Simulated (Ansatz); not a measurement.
`C=C[O][SnH3]` + `C#CC(=N)S` → `N=[C](S)[SnH3]` + `C#COC=C`  (formal exchange of groups at the Sn–O bond)

Isolated molecules relaxed with PBE0-D4/def2-TZVP in Ansatz; ΔE leaves out vibrations. CCSD(T)/CBS is the MP2 limit (def2-TZVPP, def2-QZVPP) plus CCSD(T) − MP2 in def2-TZVPP, frozen cores. DFT in def2-TZVPP. B3LYP here is the variant with VWN-RPA as its local correlation; programs differ in this. def2 core potentials past Kr. For Sn outer-core shells are correlated without core-valence functions, which leaves a few kJ/mol of doubt a bond. Each species was taken in one conformer, which may not be the lowest.

Q: Is it downhill or uphill in electronic energy at CCSD(T)/CBS, and by how much? (Estimate.)

A: Computed: Uphill: ΔE = +128.1 kJ/mol.

Q: What do these levels give: PBE-D4, PBE0-D4, B3LYP-D4, ωB97X-V, r2SCAN, PBE0, HF/def2-TZVPP, HF/def2-QZVPP, SCS-MP2/def2-QZVPP, HF/CBS(def2), MP2/CBS(def2), CCSD/CBS(def2)? (Best estimate.)

A: Ansatz gave: PBE-D4 116.7, PBE0-D4 117.8, B3LYP-D4 123.0, ωB97X-V 121.7, r2SCAN 126.6, PBE0 117.6, HF/def2-TZVPP 129.5, HF/def2-QZVPP 130.5, SCS-MP2/def2-QZVPP 134.4, HF/CBS(def2) 130.6, MP2/CBS(def2) 134.8, CCSD/CBS(def2) 127.7 kJ/mol.

Largest T1 diagnostic among the species: 0.015.
